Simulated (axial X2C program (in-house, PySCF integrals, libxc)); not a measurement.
## TiS⁻ at several levels of theory

Calculated with an in-house relativistic program for diatomic molecules. Spin-free means the one-electron spin-free X2C Hamiltonian; two-component (2c) means X2C with spin–orbit coupling and atomic mean-field two-electron Coulomb and Gaunt terms, so the difference of the two also holds small scalar two-electron terms. Basis: Ti dyall-acv3z [11s11p7d4f2g], S dyall-av3z [9s8p3d2f] (cores contracted in-house); Gaussian nuclei, density fitting, unrestricted open shells. Masses: Ti 47.948 u, S 31.972 u.

The run was started with this input:
```json
{"zs": [22, 16], "q": -1, "bas": ["dyall-acv3z", "dyall-av3z"], "levels": ["PBE0", "HF", "r2SCAN"], "cc": true, "r0": 2.11, "thr": -1.0, "nmax": 90, "npts": 10, "nst": 2, "ntry": 6}
```
```bash
python so2c.py task.json out
```

Keys: zs atomic numbers; q charge; bas basis sets; levels methods; cc coupled cluster on or off; r0 starting distance in Å; thr threshold in hartree for freezing inner shells (an s shell follows its p shell); nmax most natural virtual spinors; npts points on the curve; nst determinants followed; ntry starts of the search. HF also brings MP2.

State, spin-free: M_S = 1/2, Λ = 2 (beyond evenly filled blocks: δ+α); electrons by block: σα: 11, σβ: 11, π+α: 4, π+β: 4, π-α: 4, π-β: 4, δ+α: 1. Fragments: Ti + S-.

State, 2c: Ω = 3/2 (⟨Sz⟩ = -0.50, ⟨Lz⟩ = 2.00 at HF); electrons by block: 1/2: 15, -1/2: 15, 3/2: 5, -3/2: 4. Fragments: Ti + S-.

```csv
Hamiltonian,level,Re (Å),ωe (cm⁻¹),ωexe (cm⁻¹),Be (cm⁻¹),De (eV),D0 (eV),μ (D)
spin-free,PBE0,2.125,521.6,1.83,0.1946,4.13,4.10,0.66
spin-free,HF,2.253,431.4,1.26,0.1731,2.18,2.15,-1.96
spin-free,CCSD,2.160,488.8,1.91,0.1884,3.31,3.28,n/a
spin-free,CCSD(T),2.147,497.1,2.02,0.1906,3.55,3.52,n/a
spin-free,r2SCAN,2.128,518.8,1.8,0.1941,n/a,n/a,1.34
2c,HF,2.254,431.0,1.25,0.173,n/a,n/a,-1.96
```

Correlated methods: 11 electrons correlated (number of frozen shells: Ti 3 s, 2 p; S 2 s, 1 p), 297 virtual spin orbitals or spinors in MP2, 90 natural virtuals in coupled cluster.

Dipoles are positive if S is the positive end and refer to the centre of mass.

Dissociation energies refer to the lowest single-determinant-based atoms at the same level and basis. De is not given where an atomic determinant may have missed its ground term or J level, or where the truncated virtual space spoils (T). Coupled cluster ran in a truncated set of natural virtual spinors; the MP2 energy of the rest was added. (T) has no such correction and the atoms are truncated less, which lowers De at CCSD(T) by a hundredth of an eV or more. Without a current term, density functionals place determinants with orbital angular momentum somewhat too high. The state is one determinant with fixed occupations, lowest in a PBE0 search at one distance only: followed along the bond, the 2c determinant Ω = 5/2 reaches 0.05 eV lower at PBE0, at Re = 2.125 Å, so the state shown is not the lowest. The outer-core s and p shells of the metal are frozen in the correlated rows, which leaves out core–valence correlation; for alkali and alkaline-earth bonds that tends to lengthen them. At some level and bond length an empty orbital lies below a filled one. The highest occupied level of some functionals is positive through self-interaction error; at Hartree–Fock it is bound. The determinant is spin-polarised beyond a pure state at some levels (its spin-free form has ⟨S²⟩ too high), which makes Re and μ there less reliable. The T1 diagnostic is large, a sign of multireference character. Hartree–Fock gets electron affinities wrong, so its lowest charge split need not be the true one.

No reliable constants came from CCSD (2c), CCSD(T) (2c), MP2 (2c), MP2 (spin-free), PBE0 (2c), r2SCAN (2c): no minimum in range, unconverged points, a curve that is not smooth, a change of character along it, or the two Hamiltonians disagreeing along it.

Rough cost a point (2c) on 1 thread(s) of a shared host, integrals apart: HF 0.5 s.
